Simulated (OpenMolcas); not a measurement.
# 4s² 4p along the 31-electron sequence

```json
{"Program": "OpenMolcas 26.06", "Method": "CASSCF", "Basis": "ANO-R2", "Scalar Hamiltonian": "X2C, finite nucleus", "Spin-orbit coupling": "RASSI with atomic mean-field integrals over the reference wave functions, term energies averaged over their components"}
```

Active space for each ion: 1 electron in 3 orbitals (4p).

Computed levels in cm-1 above ²P°_1/2:

```tsv
Level	Ga	Ge+	As2+	Se3+	Br4+	Kr5+
²P°_3/2	701	1544	2617	3933	5596	7555
weight of ²P° in the lowest level (%)	100	100	100	100	100	100
```

Measured, with the error of the calculation in %. Measured levels: Ga, Ge+ from NIST Handbook of Basic Atomic Spectroscopic Data; As2+, Se3+, Br4+ from Moore, Atomic Energy Levels, vol. II, NSRDS-NBS 35 (1971 reprint of NBS Circular 467, 1952); Kr5+ from Saloman, J. Phys. Chem. Ref. Data 36, 215 (2007).

```
  Level           Ga           Ge+          As2+          Se3+         Br4+         Kr5+
²P°_3/2  826 (-15.1)  1767 (-12.7)  2940 (-11.0)  4376 (-10.1)  6090 (-8.1)  8110 (-6.8)
```

The fine-structure level ²P°_3/2 changes by a factor of 10.8 from Ga to Kr5+. Its fourth root runs 5.15, 6.27, 7.15, 7.92, 8.65, 9.32, with steps per unit of Z of 1.12, 0.88, 0.77, 0.73, 0.67; equal steps would mean a (Z - σ)^4 law with constant σ.

With one active electron the reference holds no correlation, so core polarisation is missing. Measured partners are found by configuration, term and J. A level has none where our copy of the source lacks it or the pairing is in doubt (some pairs that miss far off the trend of their configuration count as doubtful), and it then counts in no deviation. Only configurations of the active space appear.

° marks odd parity.
